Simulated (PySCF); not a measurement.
# Working out the ionisation energy of Rh⁺

Rh⁺ [Kr] 4d8 (3F) → Rh²⁺ [Kr] 4d7 (4F). All numbers are calculated (PySCF 2.14, the spin-free X2C one-electron Hamiltonian (Gaussian nucleus), in x2c-SVPall). Frozen: [Kr]. Energies in hartree (1 hartree = 27.21139 eV):

```tsv
part	Rh⁺ (lower)	Rh²⁺ (upper)
UHF	-4780.511109	-4779.916263
MP2 opposite-spin	-0.100331	-0.064470
MP2 same-spin	-0.061669	-0.051297
```

Q: What does Hartree-Fock give?

A: (-4779.916263) − (-4780.511109) = 0.594846 hartree = 16.187 eV.

Q: What do MP2 and SCS-MP2 (6/5 opposite-spin, 1/3 same-spin) give?

A: The opposite-spin parts differ by 0.976 eV and the same-spin parts by 0.282 eV. MP2: 16.187 + (0.976) + (0.282) = 17.445 eV. SCS-MP2: 16.187 + 1.2 × (0.976) + (0.282)/3 = 17.452 eV.

Reference: 18.08 eV (semi-empirical (NIST evaluation); NIST Atomic Spectra Database, ionization energies), between the lowest levels; spin-orbit coupling is absent from the calculation.

A double-zeta basis recovers only part of the correlation energy.

What remains against the reference includes basis incompleteness, the frozen core and correlation beyond second order.
